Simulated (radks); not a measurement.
Question: The mean radii <r> (bohr) of the occupied orbitals of an atom or ion are listed with their occupations. Calculated with a radial shooting solver on a logarithmic mesh with Libxc functionals: non-relativistic Kohn-Sham, LB94 model potential, spin-polarised, spherical densities, point nucleus.

orbital  occ.      <r>
1s up       1  0.02406
1s down     1  0.02406
2s down     1   0.1025
2s up       1   0.1025
2p down     3  0.08689
2p up       3  0.08689
3s down     1   0.2648
3s up       1   0.2649
3p down     3   0.2545
3p up       3   0.2545
3d down     5   0.2261
3d up       5   0.2262
4s up       1   0.5887
4s down     1   0.5889
4p up       3   0.5994
4p down     3   0.5996
4d up       5   0.6214
4d down     5   0.6217
4f up       2   0.6611
5s up       1    1.176
5s down     1    1.178

Name the element and its charge. Open shells, if any, are filled with parallel spins first.

Answer: Z = 63, europium, charge +13: Eu13+ in [Kr] 4d10 4f2 5s2. The 1s radius gives Z: for a bare nucleus <r> = 1.5/Z, 0.02381 bohr for Z = 63, and screening makes it slightly larger (0.02406 here). The occupations add up to 50, and the charge is Z minus that.
